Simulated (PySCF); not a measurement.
A species of formula C7H11OP has this rotational fingerprint, computed with PBE0/pcSseg-1 in PySCF (dipole) on a GFN2-xTB geometry, gas phase:

```
Rotational constants : A = 2012, B = 728.4, C = 592.7 MHz
Dipole components    : |μa| = 0.80 D, |μb| = 1.51 D, |μc| = 2.07 D
Inertial defect      : -92.27 u·Å²
κ                    : -0.81
```

Question: Which candidate fits, each taken in the one conformer that was computed?
A. `[CH2:1]=[CH:2][P:3]([C:4]#[C:5][CH3:6])[CH2:7][O:8][CH3:9]` with C1–C2–P3–C4 -29°, C2–P3–C7–O8 -71°, P3–C7–O8–C9 -176°
B. `[CH2:1]=[CH:2][CH2:3][P:4]=[C:5]=[C:6]([CH3:7])[O:8][CH3:9]` with C1–C2–C3–P4 -107°, C2–C3–P4–C5 -56°, C5–C6–O8–C9 172°
C. `[CH2:1]=[CH:2][P:3]1[CH2:4][CH:5]=[C:6]([O:7][CH3:8])[CH2:9]1` with C1–C2–P3–C4 -132°, C5–C6–O7–C8 1°, C2–P3–C4–C5 -78°, P3–C4–C5–C6 -14°, C5–C6–C9–P3 15°, C2–P3–C9–C6 78°

Answer: A. It is C=CP(C#CC)COC, an asymmetric top, point group C1. The candidates at the same level (rigid rotor, commonest isotopes):

| SMILES | A (MHz) | B (MHz) | C (MHz) | μa (D) | μb (D) | μc (D) | Δ (u·Å²) | point group | rotor |
| --- | --- | --- | --- | --- | --- | --- | --- | --- | --- |
| C=CCP=C=C(C)OC | 2436 | 647.1 | 581.2 | 2.11 | 2.28 | 0.05 | -118.98 | C1 | near-prolate asymmetric top |
| C=CP(C#CC)COC | 2012 | 728.4 | 592.7 | 0.80 | 1.51 | 2.07 | -92.27 | C1 | asymmetric top |
| C=CP1CC=C(OC)C1 | 2733 | 822.0 | 777.8 | 1.48 | 0.21 | 1.45 | -150.02 | C1 | near-prolate asymmetric top |

`C=CCP=C=C(C)OC` has A 21 % too high; `C=CP1CC=C(OC)C1` has A 36 % too high. No structure here is proved a minimum.
